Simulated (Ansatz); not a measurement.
Geometry optimisation, RKS B3LYP-D4/def2-SVP (Ansatz 0.2.0).

Input:

```yaml
crystal:
  periodic: [false, false, false]
  atoms:
    - { symbol: Al, position_ang: [-0.0602, -0.2274, -0.0543] }
    - { symbol: Cl, position_ang: [2.144, 0.1636, -1.3843] }
    - { symbol: C, position_ang: [0.5631, -0.8645, 1.7181] }
    - { symbol: C, position_ang: [-1.4878, -0.4681, -1.4034] }
    - { symbol: H, position_ang: [1.1817, 1.4625, -0.704] }
    - { symbol: O, position_ang: [0.2244, 1.9347, -0.0154] }
    - { symbol: H, position_ang: [1.5139, -0.3764, 1.9665] }
    - { symbol: H, position_ang: [-0.1332, -0.638, 2.5302] }
    - { symbol: H, position_ang: [0.7448, -1.9417, 1.7545] }
    - { symbol: H, position_ang: [-1.6764, -1.51, -1.6773] }
    - { symbol: H, position_ang: [-2.4466, -0.0451, -1.0917] }
    - { symbol: H, position_ang: [-1.1944, 0.0583, -2.3192] }
    - { symbol: H, position_ang: [0.6266, 2.4521, 0.6804] }
basis:
  gaussian: { orbitals: def2-SVP }
hamiltonian:
  xc: b3lyp
  dispersion: d4
relax:
  f_tol: 0.15
  max_steps: 25
  restrain:
    - { distance: [0, 5], at: 3.17, k: 30.0 }
    - { distance: [4, 1], at: 2.63, k: 30.0 }
    - { distance: [0, 1], at: 2.23, k: 30.0 }
    - { distance: [4, 5], at: 0.97, k: 30.0 }
```

Run as:

```bash
$ ansatz run input.yaml --threads 2 --pin off --max-ram 3072MiB --backend cpu --events-out ev --progress --plain --runs-dir out
```

Question: Where does it end, and by what steps?

Answer: The run converged. The restraints hold the end off the free minimum. After 8 steps the energy has fallen by 0.592 eV (the restraints' own energy left out); H5 moved furthest, 0.84 Å. Joined: H5–O6 (1.27 → 0.97 Å).

```
step  energy less start (eV)  largest force component (eV/Å)  accepted
   0                  0.0000                           2.903       yes
   1                 -0.1289                           3.384       yes
   2                 -0.2751                           1.656       yes
   3                 -0.3074                           1.555       yes
   4                 -0.4990                           0.747       yes
   5                 -0.5437                           0.782       yes
   6                 -0.5653                           0.630       yes
   7                 -0.5852                           0.616       yes
   8                 -0.5920                           0.610       yes
```

```xyz
13
Properties=species:S:1:pos:R:3
Al 0.180 -0.553 -0.282
Cl 2.028 -0.079 -1.394
C 0.448 -0.972 1.602
C -1.452 -0.675 -1.330
H 1.192 2.303 -0.657
O 0.485 2.578 -0.051
H 1.306 -0.420 2.017
H -0.445 -0.746 2.208
H 0.667 -2.047 1.730
H -1.662 -1.719 -1.618
H -2.321 -0.312 -0.755
H -1.375 -0.084 -2.256
H 0.950 2.726 0.785
```

Time of the run: 21 s on 2 threads of Intel(R) Xeon(R) 6975P-C (Granite Rapids), with other jobs on the host, peak memory 0.3 GiB.
